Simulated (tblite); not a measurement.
Species: C₄H₆ClFO₂.
Atom-mapped SMILES: `[F:1][C@H:2]1[O:3][CH2:4][C@H:5]([Cl:6])[CH2:7][O:8]1` (hydrogens: H9 on C2; H10, H11 on C4; H12 on C5; H13, H14 on C7)

Computed with GFN2-xTB (tblite), gas phase: Langevin dynamics at 200 K from the optimised GFN2-xTB geometry, time step 0.5 fs, friction 0.01 fs⁻¹, 2000 steps. The instantaneous temperature is 2·E(kin)/(3Nk) with all 3N coordinates.

```
t (fs)  T (K)  E(pot) above start (eV)  F1–C2 (Å)  C2–O3 (Å)  O3–C4 (Å)  C4–C5 (Å)  C5–Cl6 (Å)  C2–H9 (Å)
     0    155                    0.000      1.397      1.361      1.422      1.526       1.790      1.097
    25     92                    0.261      1.434      1.380      1.439      1.513       1.791      1.039
    50    126                    0.167      1.356      1.387      1.440      1.505       1.796      1.074
    75    170                    0.232      1.454      1.349      1.453      1.533       1.763      1.114
   100    211                    0.287      1.388      1.370      1.420      1.535       1.819      1.108
   125    178                    0.399      1.355      1.417      1.437      1.532       1.750      1.074
   150    257                    0.278      1.486      1.361      1.433      1.500       1.867      1.073
   175    192                    0.347      1.372      1.348      1.422      1.523       1.698      1.133
   200    165                    0.404      1.391      1.358      1.445      1.538       1.942      1.137
   225    255                    0.261      1.432      1.334      1.419      1.575       1.722      1.087
   250    181                    0.358      1.379      1.378      1.423      1.625       1.795      1.043
   275    157                    0.404      1.396      1.387      1.358      1.500       1.812      1.071
   300    196                    0.187      1.396      1.370      1.421      1.513       1.786      1.136
   325     97                    0.338      1.389      1.351      1.405      1.575       1.775      1.133
   350    195                    0.202      1.422      1.332      1.435      1.484       1.806      1.118
   375    187                    0.241      1.378      1.368      1.462      1.481       1.791      1.070
   400    151                    0.221      1.415      1.367      1.422      1.523       1.801      1.058
   425    176                    0.208      1.452      1.332      1.413      1.498       1.790      1.109
   450    158                    0.276      1.360      1.352      1.428      1.528       1.803      1.116
   475    175                    0.330      1.421      1.383      1.455      1.570       1.756      1.099
   500    200                    0.400      1.386      1.319      1.395      1.509       1.750      1.112
   525    287                    0.243      1.414      1.378      1.415      1.492       1.785      1.085
   550    207                    0.364      1.371      1.399      1.444      1.554       1.827      1.098
   575    206                    0.369      1.413      1.386      1.397      1.510       1.783      1.097
   600    205                    0.257      1.423      1.383      1.395      1.507       1.769      1.091
   625    179                    0.322      1.372      1.340      1.455      1.535       1.830      1.131
   650    175                    0.295      1.401      1.355      1.437      1.535       1.793      1.107
   675    170                    0.381      1.443      1.331      1.425      1.494       1.846      1.089
   700    192                    0.270      1.366      1.409      1.431      1.537       1.745      1.077
   725    228                    0.235      1.399      1.410      1.452      1.530       1.814      1.098
   750    194                    0.353      1.435      1.357      1.420      1.529       1.799      1.156
   775    228                    0.301      1.391      1.346      1.415      1.566       1.770      1.141
   800    217                    0.311      1.391      1.372      1.444      1.531       1.793      1.071
   825    188                    0.326      1.408      1.357      1.407      1.533       1.791      1.028
   850    233                    0.274      1.384      1.363      1.409      1.561       1.816      1.111
   875    206                    0.289      1.404      1.361      1.430      1.535       1.740      1.163
   900    201                    0.307      1.389      1.408      1.418      1.524       1.878      1.127
   925    242                    0.252      1.407      1.369      1.430      1.494       1.775      1.068
   950    209                    0.261      1.429      1.359      1.463      1.503       1.822      1.061
   975    142                    0.385      1.333      1.383      1.430      1.493       1.778      1.112
  1000    143                    0.347      1.425      1.393      1.427      1.502       1.786      1.125
```

**Question.** From 500 fs on, how do temperature and potential energy compare with equipartition?

**Answer.** The mean temperature of these 21 frames is 202 K against the target 200 K, and the mean potential energy 0.31 eV against 36 × kT/2 = 0.31 eV for 36 classical harmonic modes. For 14 atoms in a canonical ensemble the temperature itself scatters by T·√(2/(3N)) = 44 K; here its standard deviation is 32 K. The whole run lasts only 10 friction times of 100 fs, so these averages carry a wide statistical error.

**Question.** How much do the listed bonds fluctuate from 500 fs on?

**Answer.** 
```json
{"bond": "F1–C2", "at the start (Å)": "1.397", "mean (Å)": "1.399", "standard deviation (Å)": "0.025"}
{"bond": "C2–O3", "at the start (Å)": "1.361", "mean (Å)": "1.370", "standard deviation (Å)": "0.025"}
{"bond": "O3–C4", "at the start (Å)": "1.422", "mean (Å)": "1.426", "standard deviation (Å)": "0.019"}
{"bond": "C4–C5", "at the start (Å)": "1.526", "mean (Å)": "1.523", "standard deviation (Å)": "0.022"}
{"bond": "C5–Cl6", "at the start (Å)": "1.790", "mean (Å)": "1.795", "standard deviation (Å)": "0.033"}
{"bond": "C2–H9", "at the start (Å)": "1.097", "mean (Å)": "1.102", "standard deviation (Å)": "0.032"}
```

The motion is classical and holds no zero-point motion.

The cost below is that of the whole dynamics run. Time: 19 s wall; peak memory 0.18 GiB. Hardware: one thread, Arm Neoverse N1 (aarch64), on a shared host.
